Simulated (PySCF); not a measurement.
Compound: 3-ethynyltoluene, C9H8.
Structure used (GFN2-xTB), in Å, numbered top down from 1:
```xyz
17
C9H8 angstrom
C      3.724    0.712    0.365
C      2.526    0.642    0.398
C      1.113    0.560    0.436
C      0.359    1.640    0.891
C     -1.019    1.544    0.921
C     -1.650    0.385    0.505
C     -0.910   -0.703    0.050
C     -1.607   -1.949   -0.404
C      0.471   -0.605    0.018
H      4.771    0.774    0.338
H      0.859    2.541    1.215
H     -1.607    2.380    1.273
H     -2.728    0.318    0.532
H     -2.320   -2.284    0.348
H     -0.895   -2.749   -0.592
H     -2.160   -1.757   -1.323
H      1.067   -1.437   -0.332
```

The closed-shell SCF was solved with PySCF and density fitting under several settings on one GFN2-xTB geometry (grid level 2 and gas phase unless stated).

```csv
settings,basis functions,SCF cycles,E (Eh),HOMO (eV),LUMO (eV),dipole (D)
"LDA/pcSseg-1, damping 0.3 at the start, DIIS from the seventh cycle",193,21,-344.4586,-6.03,-2.03,1.10
PBE0/pcSseg-1,193,14,-347.2432,-6.80,-0.97,1.07
```

**Question.** Estimate the row for these settings: PBE0/6-311G**, grid level 3.

**Answer.** 
```json
{"settings": "PBE0/6-311G**, grid level 3", "basis functions": "210", "SCF cycles": "14", "E (Eh)": "-347.3651", "HOMO (eV)": "-6.71", "LUMO (eV)": "-0.87", "dipole (D)": "1.06"}
```

**Question.** Over all rows, what range does the HOMO–LUMO gap span?

**Answer.** From 4.00 eV (LDA/pcSseg-1, damping 0.3 at the start, DIIS from the seventh cycle) to 5.84 eV (PBE0/6-311G**, grid level 3). The functional of the narrowest has no exact exchange, that of the widest 25 % exact exchange.

**Question.** And the dipole moment?

**Answer.** From 1.06 D (PBE0/6-311G**, grid level 3) to 1.10 D (LDA/pcSseg-1, damping 0.3 at the start, DIIS from the seventh cycle); the largest is 1.04 times the smallest, and the median is 1.07 D.

**Question.** Compare two rows with the functional PBE0: PBE0/6-311G**, grid level 3 and PBE0/pcSseg-1. Which energy is lower, and by how much?

**Answer.** PBE0/6-311G**, grid level 3 (210 functions) lies 0.1219 Eh or 76 kcal/mol below PBE0/pcSseg-1 (193 functions).

Cycle counts include a coarse-grid stage where the run had one. All basis functions are spherical, in the Pople sets too.
